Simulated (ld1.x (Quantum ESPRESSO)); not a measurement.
# Which change was made? (S, ultrasoft)

| Item | Value |
| --- | --- |
| Element | sulfur |
| Generator | ld1.x (Quantum ESPRESSO) 7.5 |
| Type | ultrasoft |
| Functional | revPBE |
| Relativity | non-relativistic |
| Frozen core | [Ne] |
| Valence charge | 6 |
| Reference configuration | 3s2 3p2 (charge +2) |
| Partial waves | 3s (bound): rcut 1.20, rcutus 1.45 bohr; 3s channel at -1.35 Ry: rcut 1.20, rcutus 1.45 bohr; 3p (bound): rcut 1.35, rcutus 1.80 bohr; 3p channel at -1.65 Ry: rcut 1.35, rcutus 1.80 bohr; 3d channel at 0.5 Ry: rcut 1.35, rcutus 1.50 bohr |
| Local potential | all-electron potential smoothed inside 1.10 bohr (lloc = -1) |
| Core correction | a·sin(br)/r model core inside 1.05 bohr |
| Augmentation charge | built from norm-conserving waves at rcut, not smoothed further |

Cutoffs, loose and tight: the cutoffs (Ry, on a coarse ladder) from which the occupation-weighted sum of valence levels, in a spherical-Bessel basis at the reference potential, stays within 10 and 1 mRy of its value at 400 Ry. They do not see the model core or the augmentation charge, which bear on the density cutoff. Test errors are all-electron minus pseudo excitation energies from the reference, over the configurations 3s2 3p4; 3s2 3p3; 3s2 3p1; 3s2 3p0; 3s2 3p4.3; 3s1 3p5; 3s0 3p6; variants that change the core or the reference have their own tests.

The base gives: outcome: generated; cutoff, loose: 18 Ry; cutoff, tight: 30 Ry; bound ghosts: none; largest test error (meV): +45.

Q: After one change the result is: outcome: generated; cutoff, loose: 25 Ry; cutoff, tight: 45 Ry; bound ghosts: none; largest test error (meV): +45. Which change was it?
A. wave 3d channel at 0.5 Ry: rcut 1.35, rcutus 1.50 bohr becomes 3d channel at 5.45 Ry: rcut 1.35, rcutus 1.50 bohr
B. type TM semilocal; waves now 3s (bound): rc 1.45 bohr; 3p (bound): rc 1.80 bohr; 3d channel at 0.5 Ry: rc 1.50 bohr; local potential the d channel
C. all radii but the core radius scaled by about 1.38 (s 2.00, p 2.48, d 2.06 bohr, rcut 1.64/1.86/1.86); local potential all-electron potential smoothed inside 1.52 bohr (lloc = -1)
D. waves 3s (bound): rcut 1.18, rcutus 1.26 bohr; 3s channel at -1.35 Ry: rcut 1.18, rcutus 1.26 bohr

A: D. The others give: all radii but the core radius scaled by about 1.38 (s 2.00, p 2.48, d 2.06 bohr, rcut 1.64/1.86/1.86); local potential all-electron potential smoothed inside 1.52 bohr (lloc = -1) → outcome: generated, overlap not positive; bound ghosts: not determined (overlap not positive); largest test error (meV): +68 | wave 3d channel at 0.5 Ry: rcut 1.35, rcutus 1.50 bohr becomes 3d channel at 5.45 Ry: rcut 1.35, rcutus 1.50 bohr → outcome: generated, overlap not positive; bound ghosts: not determined (overlap not positive); largest test error (meV): +45 | type TM semilocal; waves now 3s (bound): rc 1.45 bohr; 3p (bound): rc 1.80 bohr; 3d channel at 0.5 Ry: rc 1.50 bohr; local potential the d channel → outcome: generated; cutoff, loose: 40 Ry; cutoff, tight: 60 Ry; bound ghosts: none; largest test error (meV): +68. A file whose overlap is not positive is unfit for use, and its test errors describe a broken file.
